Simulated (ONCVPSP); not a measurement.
# titanium (Ti): one change to an ONCV potential, before and after

| Quantity | Value |
| --- | --- |
| Element | titanium (Ti) |
| Generator | ONCVPSP 4.0.1 |
| Type | optimised norm-conserving Vanderbilt (ONCV) |
| Functional | revPBE |
| Relativity | scalar-relativistic |
| Frozen core | [Ar] |
| Valence charge | 4 |
| Reference configuration | 3d2 4s2 |
| Partial waves | 4s: rc 3.30 bohr, ncon 5, nbas 8, qcut 2.6 1/bohr, 2 projectors, debl 0.8 Ha; p scattering state at 0.02 Ha: rc 3.10 bohr, ncon 4, nbas 8, qcut 2.3 1/bohr, 2 projectors, debl 3.9 Ha; 3d: rc 2.40 bohr, ncon 4, nbas 8, qcut 7.9 1/bohr, 2 projectors, debl 0.4 Ha |
| Local potential | polynomial inside 2.00 bohr (lpopt 5, dvloc0 2 Ha) |
| Core correction | polynomial model core, fcfact 0.45 |

In the p channel the program set the typed energies aside and used 0.050, 3.950 Ha.

All-electron outer shells of the reference configuration (revPBE, scalar-relativistic, ld1.x):

```csv
shell,level (eV),outermost node (bohr),outermost maximum (bohr)
3p,-38.88,0.37,0.90
4s,-4.43,1.24,2.96
3d,-4.21,–,0.98
```

Change: s: qcut 1.6; p: qcut 1.5; d: qcut 5.

Cutoffs: the cutoffs (Ha) at which the residual kinetic energy of the hardest occupied pseudo-wave falls to 1 and 0.1 mHa per electron; they do not see the model core or the augmentation charge, which bear on the density cutoff. Errors are all-electron minus pseudo energies relative to the spin-unpolarised reference configuration.

**Question.** How do hardness, ghosts and transferability respond?

**Answer.** The potential gets neither clearly harder nor softer (20 Ha and 23 Ha → 14 Ha and 39 Ha); the d channel sets the loose cutoff, while the largest relative change is in s, which becomes harder; of the 4 tests that both files solve, the error grows in 1 and shrinks in 2 by more than 15 % and 0.3 meV (median size 65.6 → 35.1 meV); neither file shows a bound ghost.

| quantity | base | changed |
| --- | --- | --- |
| cutoff, loose | 20 Ha | 14 Ha |
| cutoff, tight | 23 Ha | 39 Ha |
| loose cutoff by channel | s 2.5 Ha, d 20 Ha | s 8.2 Ha, d 14 Ha |
| bound ghosts | none | none |
| GHOST(+) flags under 300 eV | s at 62.5 eV, p at 138.1 eV | s at 64.0 eV, p at 138.2 eV |
| error for 3d2 4s1, meV [ΔE 7.28 eV] | -3.9 | -3.1 |
| error for 3d2 4s0, meV [ΔE 20.71 eV] | -20 | -36 |
| error for 3d1 4s0, meV [ΔE 47.57 eV] | -125 | -34 |
| error for 3d3 4s0, meV [ΔE 7.29 eV] | -112 | +109 |
| s: phases at 3.34 bohr within 0.05 rad from the reference energy up to (Ha; the scan ends near 5) | 1.2 | 1.2 |
| p: phases at 3.15 bohr within 0.05 rad from the reference energy up to (Ha; the scan ends near 5) | n/a | n/a |
| d: phases at 2.43 bohr within 0.05 rad from the reference energy up to (Ha; the scan ends near 5) | 3.6 | 3.3 |
| rms error of d²Exc/dni dnj with the model core, mHa | 5.97 | 5.50 |
